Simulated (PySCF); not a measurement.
# Electron affinity of Ni by level of theory

Ni⁻ [Ar] 3d9 4s2 (2D) → Ni [Ar] 3d8 4s2 (3F), as a difference of total energies. All numbers are calculated (PySCF 2.14, no relativity, point nucleus, in aug-cc-pVTZ). Correlated levels: valence: [Ar] frozen. The calculations carry no spin-orbit coupling.

```json
{"method": "UHF", "electron affinity (eV)": "-1.449", "plus first-order spin-orbit estimate": "-1.497", "difference from reference of that sum (eV)": "-2.654"}
{"method": "LDA", "electron affinity (eV)": "2.632", "plus first-order spin-orbit estimate": "2.584", "difference from reference of that sum (eV)": "+1.427"}
{"method": "PBE", "electron affinity (eV)": "2.082", "plus first-order spin-orbit estimate": "2.034", "difference from reference of that sum (eV)": "+0.877"}
{"method": "PBE0", "electron affinity (eV)": "1.332", "plus first-order spin-orbit estimate": "1.283", "difference from reference of that sum (eV)": "+0.126"}
{"method": "r2SCAN", "electron affinity (eV)": "1.302", "plus first-order spin-orbit estimate": "1.253", "difference from reference of that sum (eV)": "+0.096"}
{"method": "revPBE", "electron affinity (eV)": "1.987", "plus first-order spin-orbit estimate": "1.938", "difference from reference of that sum (eV)": "+0.781"}
{"method": "MN15", "electron affinity (eV)": "2.725", "plus first-order spin-orbit estimate": "2.676", "difference from reference of that sum (eV)": "+1.519"}
{"method": "M06-2X", "electron affinity (eV)": "1.195", "plus first-order spin-orbit estimate": "1.146", "difference from reference of that sum (eV)": "-0.011"}
{"method": "PBEsol", "electron affinity (eV)": "2.216", "plus first-order spin-orbit estimate": "2.168", "difference from reference of that sum (eV)": "+1.011"}
{"method": "MP2 (valence)", "electron affinity (eV)": "1.545", "plus first-order spin-orbit estimate": "1.497", "difference from reference of that sum (eV)": "+0.340"}
{"method": "SCS-MP2 (valence)", "electron affinity (eV)": "1.237", "plus first-order spin-orbit estimate": "1.189", "difference from reference of that sum (eV)": "+0.032"}
```

Reference: 1.157 eV (measured; photodetachment measurements, as compiled on the Wikipedia data page of electron affinities).

A first-order spin-orbit estimate (lowest level to lowest level, LS coupling) adds -0.049 eV.

These non-relativistic numbers lack the scalar-relativistic shift.

Errors of the correlated levels include the incompleteness of this basis and the frozen core.

A negative affinity means that the anion lies above the atom at that level of theory.

In the anion the highest occupied orbital energy is positive at LDA, PBE, PBE0, r2SCAN, revPBE, M06-2X, PBEsol, a self-interaction effect; the basis confines that electron, and the energy difference can still be sensible.
